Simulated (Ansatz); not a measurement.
Ansatz (a quantum-chemistry and plane-wave program) input (HF/3-21G): The .json file is the Basis Set Exchange's 3-21G.

Ansatz 0.2 input:
```yaml
crystal:
  periodic: [false, false, false]
  atoms:
    - {symbol: F, position_ang: [-1.05857075, -0.21560565, 0.02076994]}
    - {symbol: C, position_ang: [0.00212202, 0.41286249, -0.01271567]}
    - {symbol: F, position_ang: [1.05629413, -0.22733482, -0.00712790]}
    - {symbol: H, position_ang: [0.00775742, 1.50928936, -0.04648432]}
basis:
  gaussian:
    orbitals: 3-21G.json
hamiltonian:
  xc: {name: HF}
total_charge: 1
relax: {f_tol: 0.003, max_steps: 120}
```

Output:

```
WARN ansatz: RAYON_NUM_THREADS=1 ignored (pool sized by the plan → 1); use --threads N
Functional definition: HF
integrals: 0.00 GiB planned
347 factors; integrals over basis functions are off by at most 6.0e-4 eV
mean field: 0.05 GiB planned
mean field evaluation 1: about -6408.5225 eV, gradient 4.8e1 eV
mean field evaluation 2: about -6408.5238 eV, gradient 4.8e1 eV
mean field evaluation 4: about -6412.3378 eV, gradient 1.9e0 eV
mean field evaluation 8: about -6412.3548 eV, gradient 7.7e-3 eV
mean field -6412.35480408 eV, -235.6496925998 hartree, gradient 6.9e-6 eV, S^2 0.000000; 0 other end points of the search recorded, 0 dependent functions left out
the calculation of the forces begins
reference -6412.35480408 eV, -235.6496925998 hartree; 12, 12 occupied and 17, 17 virtual orbitals, 347 factors
relax step   1: F+E_penalty+E_count = -6412.35480408 eV  Δ(F+E_penalty+E_count) = +0.000e0 eV  max|allowed force component| = 2.579e0 eV/Å  Δτ_max = 0.0000 Å  (30 SCF iters, accepted)
these checks for a lower state are left out or cut short: starts, cluster_reference, orbital_swaps, neighbouring_geometries, increment
integrals: 0.00 GiB planned
347 factors; integrals over basis functions are off by at most 6.3e-4 eV
mean field: 0.05 GiB planned
mean field evaluation 16: about -6412.3954 eV, gradient 2.3e-5 eV
mean field -6412.39541199 eV, -235.6511849130 hartree, gradient 2.3e-5 eV, S^2 0.000000; 0 other end points of the search recorded, 0 dependent functions left out
the calculation of the forces begins
reference -6412.39541199 eV, -235.6511849130 hartree; 12, 12 occupied and 17, 17 virtual orbitals, 347 factors
relax step   2: F+E_penalty+E_count = -6412.39541199 eV  Δ(F+E_penalty+E_count) = -4.061e-2 eV  max|allowed force component| = 6.136e-1 eV/Å  Δτ_max = 0.0120 Å  (22 SCF iters, accepted)
these checks for a lower state are left out or cut short: starts, cluster_reference, orbital_swaps, neighbouring_geometries, increment
integrals: 0.00 GiB planned
347 factors; integrals over basis functions are off by at most 6.4e-4 eV
mean field: 0.05 GiB planned
mean field -6412.39747246 eV, -235.6512606337 hartree, gradient 1.2e-5 eV, S^2 0.000000; 0 other end points of the search recorded, 0 dependent functions left out
the calculation of the forces begins
reference -6412.39747246 eV, -235.6512606337 hartree; 12, 12 occupied and 17, 17 virtual orbitals, 347 factors
relax step   3: F+E_penalty+E_count = -6412.39747246 eV  Δ(F+E_penalty+E_count) = -2.060e-3 eV  max|allowed force component| = 4.596e-2 eV/Å  Δτ_max = 0.0035 Å  (24 SCF iters, accepted)
these checks for a lower state are left out or cut short: starts, cluster_reference, orbital_swaps, neighbouring_geometries, increment
integrals: 0.00 GiB planned
347 factors; integrals over basis functions are off by at most 6.4e-4 eV
mean field: 0.05 GiB planned
mean field -6412.39751966 eV, -235.6512623684 hartree, gradient 1.2e-5 eV, S^2 0.000000; 0 other end points of the search recorded, 0 dependent functions left out
the calculation of the forces begins
reference -6412.39751966 eV, -235.6512623684 hartree; 12, 12 occupied and 17, 17 virtual orbitals, 347 factors
relax step   4: F+E_penalty+E_count = -6412.39751966 eV  Δ(F+E_penalty+E_count) = -4.720e-5 eV  max|allowed force component| = 1.359e-2 eV/Å  Δτ_max = 0.0007 Å  (25 SCF iters, accepted)
these checks for a lower state are left out or cut short: starts, cluster_reference, orbital_swaps, neighbouring_geometries, increment
integrals: 0.00 GiB planned
347 factors; integrals over basis functions are off by at most 6.4e-4 eV
mean field: 0.05 GiB planned
mean field evaluation 32: about -6412.3975 eV, gradient 2.7e-2 eV
mean field -6412.39753290 eV, -235.6512628548 hartree, gradient 1.2e-5 eV, S^2 0.000000; 0 other end points of the search recorded, 0 dependent functions left out
the calculation of the forces begins
reference -6412.39753290 eV, -235.6512628548 hartree; 12, 12 occupied and 17, 17 virtual orbitals, 347 factors
relax step   5: F+E_penalty+E_count = -6412.39753290 eV  Δ(F+E_penalty+E_count) = -1.324e-5 eV  max|allowed force component| = 1.447e-3 eV/Å  Δτ_max = 0.0006 Å  (25 SCF iters, accepted)
integrals: 0.00 GiB planned
347 factors; integrals over basis functions are off by at most 6.4e-4 eV
mean field: 0.05 GiB planned
mean field -6412.39753290 eV, -235.6512628548 hartree, gradient 1.2e-5 eV, S^2 0.000000; 1 other end points of the search recorded, 0 dependent functions left out
the calculation of the forces begins
reference -6412.39753290 eV, -235.6512628548 hartree; 12, 12 occupied and 17, 17 virtual orbitals, 347 factors
Total energy: -6412.39753290 eV, -235.6512628548 hartree
Atom 0 at    -1.072030    -0.217654     0.021013 Å, force     0.000916     0.000387    -0.000024 eV/Å
Atom 1 at     0.002196     0.427191    -0.013157 Å, force    -0.000007    -0.001447     0.000045 eV/Å
Atom 2 at     1.069731    -0.229532    -0.007240 Å, force    -0.000912     0.000397    -0.000000 eV/Å
Atom 3 at     0.007706     1.499206    -0.046174 Å, force     0.000003     0.000662    -0.000020 eV/Å
Dipole moment:     0.003695     0.718881    -0.022141 e Å
```

The dipole moment of an ion depends on the origin.
